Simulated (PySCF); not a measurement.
C2H8GeO3, SMILES C[CH2][Ge]([OH])([OH])[OH]. Coordinates come from a PBE-D3(BJ)/def2-SVP optimisation. One conformer was computed; it need not be the lowest.

Computed equilibrium geometry at PBE-D3(BJ)/def2-SVP (PySCF confirms it by a frequency run) as Cartesian coordinates in Å (one conformer of several):
```xyz
14

C     -2.5175     0.3584     0.3925
C     -1.2875    -0.2662     1.0585
Ge     0.3172    -0.0489    -0.0403
O      0.7616     1.6609    -0.3505
O      1.6504    -0.9343     0.7806
O      0.1263    -0.6244    -1.7285
H     -2.3747     1.4452     0.2240
H     -2.7081    -0.0973    -0.6000
H     -3.4294     0.2277     1.0101
H     -1.0765     0.1852     2.0509
H     -1.4173    -1.3546     1.2346
H      0.7697     2.1565     0.4891
H      2.4879    -0.7713     0.3057
H      0.1222    -1.5993    -1.7418
```
Charge 0, spin multiplicity 1.
